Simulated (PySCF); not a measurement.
Method: PySCF energies plus ideal-gas RRHO corrections (1 bar). Table values come from the NASA 1993 polynomials. All species are closed-shell singlets. I: scalar-relativistic def2 core potential, no spin-orbit coupling. The harmonic model lacks anharmonicity and excited electronic states, which grow with temperature; levels with a mode under 35 cm⁻¹ are left out.

Harmonic frequencies at PBE0/def2-TZVP (cm⁻¹): 2344. Point group C∞v; S°(298 K) = 206.5 J/mol/K at this level.

### Question
Work out Cp and S° of gaseous HI at 500, 800, 1200, 1600, 2000 K from these, and set them beside the table.

### Answer
```tsv
T (K)	Cp PBE0/def2-TZVP	Cp table	S° PBE0/def2-TZVP	S° table
500	29.5	29.7	221.6	221.8
800	31.3	31.8	235.8	236.2
1200	33.6	34.2	249.0	249.5
1600	34.9	35.7	258.9	259.6
2000	35.7	36.7	266.7	267.7
```
Units J/mol/K.
